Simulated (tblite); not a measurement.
Species: C₇H₈NO (doublet state).
Bonds: C1–N2, N2–C3 (aromatic), C3–C4 (aromatic), C4–C5 (aromatic), C5–C6 (aromatic), C6–C7, C7–C8, C7–O9 (double), N2–C6 (aromatic). Hydrogens: H10, H11 on C1; H12 on C3; H13 on C4; H14 on C5; H15, H16, H17 on C8.

Computed geometry: GFN2-xTB, gas phase. This method treats the open shell by occupation alone, without spin polarisation.

(1) Give the optimised bond lengths and angles.

Answers

(1) 
| bond | length (Å) |
| --- | --- |
| C1–N2 | 1.328 |
| N2–C3 | 1.370 |
| C3–C4 | 1.372 |
| C4–C5 | 1.402 |
| C5–C6 | 1.391 |
| C6–C7 | 1.445 |
| C7–C8 | 1.515 |
| C7=O9 | 1.221 |
| N2–C6 | 1.398 |
| C1–H10 | 1.074 |
| C1–H11 | 1.072 |
| C3–H12 | 1.072 |
| C4–H13 | 1.072 |
| C5–H14 | 1.071 |
| C8–H15, C8–H16, C8–H17 | 1.087 |

Bonds in one row agree within 0.01 Å and their mean is given. A selection of angles:
| angle | degrees |
| --- | --- |
| C1–N2–C3 | 125.0 |
| C1–N2–C6 | 126.9 |
| C3–N2–C6 | 108.2 |
| N2–C3–C4 | 109.3 |
| C3–C4–C5 | 107.4 |
| C4–C5–C6 | 108.0 |
| C5–C6–C7 | 128.8 |
| N2–C6–C5 | 107.1 |
| N2–C6–C7 | 124.1 |
| C6–C7–C8 | 114.8 |
| C6–C7–O9 | 124.1 |
| C8–C7–O9 | 121.2 |

Dihedral angles: C5–C6–C7–C8 0° (synperiplanar).

C1 (carbon bonded to N and 2 H) is planar (angles 122.0°, 119.4° and 118.6°, sum 360.0°, 0.00 Å off the plane of its three neighbours). The 5 C–C bonds span 1.372 Å (C3–C4, aromatic) to 1.515 Å (C7–C8, drawn single), a spread of 0.143 Å. C6 (carbon bonded to 2 C and N) is planar (angles 128.8°, 124.1° and 107.1°, sum 360.0°, 0.00 Å off the plane of its three neighbours). C7 (carbon bonded to 2 C and O) is planar (angles 124.1°, 121.2° and 114.8°, sum 360.0°, 0.00 Å off the plane of its three neighbours). C3 (carbon bonded to C, N and H) is planar (angles 129.9°, 120.8° and 109.3°, sum 360.0°, 0.00 Å off the plane of its three neighbours). N2 (nitrogen bonded to 3 C) is planar (angles 126.9°, 125.0° and 108.2°, sum 360.0°, 0.00 Å off the plane of its three neighbours). C4 (carbon bonded to 2 C and H) is planar (angles 126.4°, 126.2° and 107.4°, sum 360.0°, 0.00 Å off the plane of its three neighbours).

Point group: Cs (tolerance 0.08 Å). Its GFN2-xTB frequencies are all real (lowest 72 cm⁻¹). Torsions: H–C1–N2–C3 0° and 180°, C5–C6–C7–C8 0°. 3 starts were optimised and ended at 0.00, 0.00 and 5.72 kcal/mol (GFN2-xTB); the lowest of these is shown.

One conformer stands for the species.
